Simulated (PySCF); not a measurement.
## Gallium: a sound run and one with changed settings

Sound run: Ga [Ar] 3d10 4s2 4p1, Ga⁺ [Ar] 3d10 4s2. All numbers are calculated (PySCF 2.14, scalar relativity by spin-free X2C-1e, in jorge-DZP-DKH (8s6p2d1f, 43 functions)). In the sound run the correlated levels freeze [Ar] 3d10. The sound run starts from symmetry-adapted Hartree-Fock orbitals and uses a fine grid where one is needed.

Changed run: a valence shell is frozen. This setting is unsound on purpose.

Ionisation energy of Ga:

| method | sound run (eV) | changed run (eV) |
| --- | --- | --- |
| UHF | 5.307 | 5.307 |
| MP2 | 5.271 | 5.307 |
| SCS-MP2 | 5.244 | 5.307 |
| CCSD | 5.224 | 5.307 |
| CCSD(T) | 5.228 | 5.307 |
| CCSDT | n/a | 5.307 |
| FCI | n/a | 5.307 |

Freezing a valence shell removes pair correlation that changes on ionisation.

For comparison, NIST gives 5.999 eV between the lowest levels.
